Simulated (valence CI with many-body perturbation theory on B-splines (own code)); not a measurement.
Forbidden lines of Kr²⁹⁺

Level of theory: valence CI with perturbative core correlation (CI+MBPT): five valence electrons over a frozen Dirac-Fock core [He], radial functions for each j: 11 s, 11 p, 10 d, 8 f, 5 g, 2 h, with the one-electron correlation potential Σ1 (screened to all orders), the two-electron term Σ2, the three-electron term Σ3, Breit, model QED; selected single and double excitations, second order for the rest, scaled by the run's own slope (own B-spline code, finite nucleus).

No measured spectrum was set against this ion. As an estimate, large intervals hold to a few tenths of a per cent, small ones and those within an open d or f shell to about a per cent. Among the levels kept, up to 5300 cm⁻¹ of a level comes from second order outside the variational space, and about a tenth of that is noise between levels of different J, which matters for small intervals.

Lines 1 to 50 of 62 in falling wavelength, among levels below 18507 × 10³ cm⁻¹, chosen from the decays that carry over 1 % of a level's rate. Wavelengths and rates use the calculated energies. Electric multipoles are in the length gauge with retardation, E1 and E2 with the static RPA response of the core. M1 uses the relativistic operator with retardation. S is in atomic units (e²a₀⁴ for E2 and M2, e²a₀⁶ for E3), for M1 in squared Bohr magnetons. Weak lines are less certain than strong ones. Lines between different terms over intervals too small for the method are left out, as are lines whose strength nearly cancels.

Levels are named by their leading jj configuration (3d3/2^4 stands for four electrons in 3d with j = 3/2), which in mixed levels can hold well under half, so a name can repeat and another be missing. Letters in brackets count levels of one name in rising energy.

| λ vac (Å) | Upper | Lower | Type | A (s⁻¹) | S (a.u.) |
| --- | --- | --- | --- | --- | --- |
| 976.1 | (2s^2 2p1/2 2p3/2^2) J=5/2 | (2s^2 2p1/2 2p3/2^2) J=3/2 | M1 | 6.23e+03 | 1.29e+00 |
| 267.4 | (2s^2 2p3/2^3) J=3/2 | (2s^2 2p1/2 2p3/2^2) J=1/2 | M1 | 2.79e+05 | 7.93e-01 |
| 259.9 | (2s^2 2p1/2 2p3/2^2) J=3/2 | (2s^2 2p1/2^2 2p3/2) J=3/2 | M1 | 1.21e+06 | 3.15e+00 |
| 205.2 | (2s^2 2p1/2 2p3/2^2) J=5/2 | (2s^2 2p1/2^2 2p3/2) J=3/2 | M1 | 2.18e+05 | 4.19e-01 |
| 196.7 | (2s^2 2p3/2^3) J=3/2 | (2s^2 2p1/2 2p3/2^2) J=5/2 | M1 | 6.20e+05 | 7.01e-01 |
| 163.7 | (2s^2 2p3/2^3) J=3/2 | (2s^2 2p1/2 2p3/2^2) J=3/2 | M1 | 2.86e+06 | 1.86e+00 |
| 160.9 | (2s^2 2p1/2 2p3/2^2) J=1/2 | (2s^2 2p1/2^2 2p3/2) J=3/2 | M1 | 1.50e+06 | 4.64e-01 |
| 100.4 | (2s^2 2p3/2^3) J=3/2 | (2s^2 2p1/2^2 2p3/2) J=3/2 | M1 | 9.98e+04 | 1.50e-02 |
| 6.938 | (2s^2 2p1/2 2p3/2 3d5/2) J=9/2 | (2s 2p1/2 2p3/2^3) J=5/2 | E2 | 1.09e+08 | 1.56e-05 |
| 6.725 | (2s^2 2p3/2^2 3d5/2) J=9/2 | (2s 2p1/2 2p3/2^3) J=5/2 | E2 | 1.35e+08 | 1.66e-05 |
| 6.622 | (2s^2 2p1/2^2 3p1/2) J=1/2 | (2s^2 2p1/2 2p3/2^2) J=3/2 | E2 | 9.02e+08 | 2.05e-05 |
| 6.546 | (2s^2 2p1/2 2p3/2 3p1/2) J=3/2 [a] | (2s^2 2p1/2 2p3/2^2) J=1/2 | E2 | 2.27e+09 | 9.73e-05 |
| 6.520 | (2s^2 2p1/2 2p3/2 3p1/2) J=5/2 | (2s^2 2p1/2 2p3/2^2) J=1/2 | E2 | 3.40e+09 | 2.15e-04 |
| 6.516 | (2s 2p1/2 2p3/2^2 3p3/2) J=9/2 | (2s 2p1/2 2p3/2^3) J=5/2 | E2 | 1.81e+09 | 1.90e-04 |
| 6.503 | (2s^2 2p1/2 2p3/2 3p1/2) J=1/2 | (2s^2 2p1/2 2p3/2^2) J=5/2 | E2 | 6.92e+09 | 1.44e-04 |
| 6.464 | (2s^2 2p1/2 2p3/2 3p1/2) J=5/2 | (2s^2 2p1/2 2p3/2^2) J=5/2 | E2 | 1.31e+10 | 7.92e-04 |
| 6.460 | (2s^2 2p1/2 2p3/2 3p1/2) J=1/2 | (2s^2 2p1/2 2p3/2^2) J=3/2 | E2 | 9.59e+09 | 1.93e-04 |
| 6.457 | (2s^2 2p1/2^2 3p1/2) J=1/2 | (2s^2 2p1/2^2 2p3/2) J=3/2 | E2 | 2.33e+10 | 4.68e-04 |
| 6.452 | (2s^2 2p3/2^2 3p1/2) J=5/2 | (2s^2 2p3/2^3) J=3/2 | E2 | 1.50e+10 | 9.00e-04 |
| 6.447 | (2s^2 2p1/2 2p3/2 3p3/2) J=3/2 [b] | (2s^2 2p1/2 2p3/2^2) J=1/2 | E2 | 6.47e+09 | 2.58e-04 |
| 6.446 | (2s^2 2p1/2 2p3/2 3p1/2) J=3/2 [a] | (2s^2 2p1/2 2p3/2^2) J=3/2 | E2 | 1.59e+10 | 6.32e-04 |
| 6.443 | (2s^2 2p1/2 2p3/2 3p3/2) J=5/2 [a] | (2s^2 2p1/2 2p3/2^2) J=5/2 | E2 | 3.10e+09 | 1.84e-04 |
| 6.436 | (2s^2 2p3/2^2 3p3/2) J=5/2 | (2s^2 2p3/2^3) J=3/2 | E2 | 9.17e+09 | 5.42e-04 |
| 6.435 | (2s^2 2p1/2 2p3/2 3p3/2) J=1/2 [a] | (2s^2 2p1/2 2p3/2^2) J=5/2 | E2 | 2.17e+09 | 4.27e-05 |
| 6.433 | (2s^2 2p3/2^2 3p3/2) J=1/2 | (2s^2 2p3/2^3) J=3/2 | E2 | 8.36e+09 | 1.65e-04 |
| 6.431 | (2s^2 2p3/2^2 3p3/2) J=7/2 | (2s^2 2p3/2^3) J=3/2 | E2 | 3.90e+09 | 3.06e-04 |
| 6.430 | (2s^2 2p3/2^2 3d5/2) J=9/2 | (2s 2p1/2^2 2p3/2^2) J=5/2 | E2 | 1.35e+08 | 1.33e-05 |
| 6.429 | (2s^2 2p1/2 2p3/2 3p3/2) J=5/2 [b] | (2s^2 2p1/2 2p3/2^2) J=1/2 | E2 | 6.52e+09 | 3.84e-04 |
| 6.427 | (2s^2 2p1/2 2p3/2 3p3/2) J=3/2 [a] | (2s^2 2p1/2 2p3/2^2) J=5/2 | E2 | 1.32e+10 | 5.17e-04 |
| 6.421 | (2s^2 2p1/2 2p3/2 3p1/2) J=5/2 | (2s^2 2p1/2 2p3/2^2) J=3/2 | E2 | 3.77e+09 | 2.20e-04 |
| 6.408 | (2s^2 2p1/2 2p3/2 3p3/2) J=7/2 | (2s^2 2p1/2 2p3/2^2) J=5/2 | E2 | 6.66e+09 | 5.14e-04 |
| 6.401 | (2s^2 2p1/2 2p3/2 3p3/2) J=5/2 [a] | (2s^2 2p1/2 2p3/2^2) J=3/2 | E2 | 4.62e+09 | 2.66e-04 |
| 6.393 | (2s^2 2p1/2 2p3/2 3p3/2) J=1/2 [a] | (2s^2 2p1/2 2p3/2^2) J=3/2 | E2 | 9.33e+09 | 1.78e-04 |
| 6.392 | (2s^2 2p1/2 2p3/2 3p3/2) J=3/2 [b] | (2s^2 2p1/2 2p3/2^2) J=5/2 | E2 | 5.77e+09 | 2.20e-04 |
| 6.388 | (2s^2 2p1/2^2 3p3/2) J=3/2 | (2s^2 2p1/2^2 2p3/2) J=3/2 | E2 | 1.28e+10 | 4.85e-04 |
| 6.375 | (2s^2 2p3/2^2 3p1/2) J=1/2 | (2s^2 2p3/2^3) J=3/2 | E2 | 9.10e+09 | 1.71e-04 |
| 6.366 | (2s^2 2p1/2 2p3/2 3p3/2) J=7/2 | (2s^2 2p1/2 2p3/2^2) J=3/2 | E2 | 6.16e+08 | 4.60e-05 |
| 6.349 | (2s^2 2p1/2 2p3/2 3p3/2) J=1/2 [b] | (2s^2 2p1/2 2p3/2^2) J=5/2 | E2 | 2.30e+10 | 4.23e-04 |
| 6.336 | (2s 2p1/2^2 2p3/2 3d5/2) J=9/2 | (2s 2p1/2^2 2p3/2^2) J=5/2 | M2 | 1.70e+08 | 1.55e-05 |
| 6.308 | (2s^2 2p1/2 2p3/2 3p3/2) J=1/2 [b] | (2s^2 2p1/2 2p3/2^2) J=3/2 | E2 | 1.13e+10 | 2.01e-04 |
| 6.291 | (2s 2p1/2 2p3/2^2 3p3/2) J=7/2 [a] | (2s 2p1/2^2 2p3/2^2) J=5/2 | E2 | 1.04e+10 | 7.35e-04 |
| 6.266 | (2s^2 2p1/2 2p3/2 3p1/2) J=5/2 | (2s^2 2p1/2^2 2p3/2) J=3/2 | E2 | 1.35e+09 | 6.96e-05 |
| 6.250 | (2s^2 2p1/2 2p3/2 3d5/2) J=9/2 | (2s^2 2p1/2 2p3/2^2) J=5/2 | M2 | 1.70e+08 | 1.45e-05 |
| 6.247 | (2s^2 2p1/2 2p3/2 3p3/2) J=5/2 [a] | (2s^2 2p1/2^2 2p3/2) J=3/2 | E2 | 4.56e+09 | 2.33e-04 |
| 6.239 | (2s^2 2p1/2 2p3/2 3p3/2) J=1/2 [a] | (2s^2 2p1/2^2 2p3/2) J=3/2 | E2 | 2.63e+09 | 4.44e-05 |
| 6.238 | (2s 2p1/2 2p3/2^2 3p3/2) J=9/2 | (2s 2p1/2^2 2p3/2^2) J=5/2 | E2 | 1.55e+10 | 1.31e-03 |
| 6.232 | (2s^2 2p3/2^2 3p3/2) J=5/2 | (2s^2 2p1/2 2p3/2^2) J=5/2 | E2 | 7.51e+09 | 3.78e-04 |
| 6.232 | (2s^2 2p1/2 2p3/2 3p3/2) J=3/2 [a] | (2s^2 2p1/2^2 2p3/2) J=3/2 | E2 | 5.02e+09 | 1.68e-04 |
| 6.228 | (2s^2 2p3/2^2 3p3/2) J=7/2 | (2s^2 2p1/2 2p3/2^2) J=5/2 | E2 | 7.92e+09 | 5.30e-04 |
| 6.214 | (2s^2 2p1/2 2p3/2 3p3/2) J=7/2 | (2s^2 2p1/2^2 2p3/2) J=3/2 | E2 | 1.29e+10 | 8.56e-04 |
